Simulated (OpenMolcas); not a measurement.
V3+: ligand-field states by method

V3+ with 4 ligands (oxide) in tetrahedral coordination (Td) at 1.83 Å. A charge of +1.25 e stands 3.2 Å behind each ligand. Ligand basis ANO-RCC-VDZP.
```
V     0.0000    0.0000    0.0000
O     1.0566    1.0566    1.0566
O     1.0566   -1.0566   -1.0566
O    -1.0566    1.0566   -1.0566
O    -1.0566   -1.0566    1.0566
```

- Program: OpenMolcas
- Basis: ANO-RCC-VDZP [5s4p2d1f]
- Scalar Hamiltonian: DKH2, point nucleus
- Active space: 2 electrons in 5 orbitals (3d)
- State averaging: 2S+1 = 3 even, 10 roots; 2S+1 = 1 even, 15 roots
- Spin-orbit coupling: state interaction with AMFI integrals over the reference wave functions

I. CASSCF
II. SS-CASPT2, IPEA 0.25 Eh, imaginary shift 0.1 Eh (closed shells correlated: 3s 3p and the ligand valence shells)

Spin-free states (labels of Td) in cm-1, each column counted from its own energy of the first state listed:

```tsv
State	Degeneracy	I	II
3A2	1	0	0
3T2	3	7168	5760
3T1	3	12193	10810
1E	2	14013	10110
1T2	3	20365	14810
1A1	1	22405	17350
3T1	3	22830	18790
1T1	3	24551	19370
1E	2	28843	24150
1T2	3	30155	24970
1A1	1	52488	40570
```

From I to II, I's first state of the same spin (3T2) moves from 7168 to 5760 cm-1, by about -1400 cm-1.

From I to II, I's first state of another spin (1E) moves from 14013 to 10110 cm-1, by about -3900 cm-1.

χT at 300 K: I 0.98, II 0.97 cm3 K/mol.

Roots that are degenerate in the reference are averaged as groups; the widest CASPT2 spread within a group is 780 cm-1 (the 3-fold group of multiplicity 3 near 10800 cm-1 above the lowest state of its run, II). Shifts and gaps below about the spread of the groups concerned are not significant. Over all roots computed the reference weight is 0.69 to 0.71 in II; a low but even weight reflects the number of correlated electrons. The oxide ions are held by bare point charges, a crude embedding. Ligand-to-metal charge-transfer states are missing. With no ligand orbital active B as a rule stays too high, so bands that hang on it stand too high and its fall with covalency is understated. Without dynamic correlation the repulsion within the d shell is too large (B by tens of per cent), so at a given field states of lower spin stand too high (holds for I). With metal d orbitals alone and no dynamic correlation the field as a rule comes out too small, by tens of per cent, by up to half for chloride and softer ligands (holds for I). These CASPT2 states fit no ligand-field parameters well, so their order and spin gaps are uncertain (holds for II). With one d shell and no ligand orbital active, 10Dq can be off by a tenth or more (holds for II). The distance lies 3 % under the 1.89 Å that this model takes as the normal distance (a Shannon-type radius plus a fixed donor radius); by an R⁻⁵ law this alone changes a d-shell field by about +18 %. No measured value stands beside these numbers; the geometry was imposed, not optimised, and the real ion may take another.
